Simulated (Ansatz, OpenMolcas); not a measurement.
## Worked example: vertical ionisation energy of CH5BClNO (SMILES NB(Cl)CO)

The species is CH5BClNO (10 atoms), meant as a singlet with charge 0. As SMILES, `NB(Cl)CO`. The coordinates come from a PBE0-D4/def2-TZVP relaxation. This is a higher conformer, about 10 kJ/mol above the lowest found by a separate search.

Both states at this one shape; open shells run unrestricted unless said. 1 Eh = 27.2114 eV.

```tsv
level	program	singlet CH5BClNO (Eh)	doublet CH5BClNO+ (Eh)	HOMO of the first (eV)
M06-L/6-31G* (spherical functions)	OpenMolcas	-656.163746	-655.816531	-5.84
wB97X/6-31G* (spherical functions)	Ansatz	-656.142110	-655.771907	-9.72
```

**Question.** Work out the vertical ionisation energy at each level.

**Answer.** 
1. M06-L/6-31G* (spherical functions): -655.816531 − (-656.163746) = 0.347215 Eh = 9.45 eV; −ε(HOMO) = 5.84 eV.
2. wB97X/6-31G* (spherical functions): -655.771907 − (-656.142110) = 0.370203 Eh = 10.07 eV; −ε(HOMO) = 9.72 eV.

No measured value is set beside it here; the levels span 9.45 to 10.07 eV. In semi-local functionals −ε(HOMO) lies far under the ionisation energy, a result of self-interaction, while the difference of totals does much better.
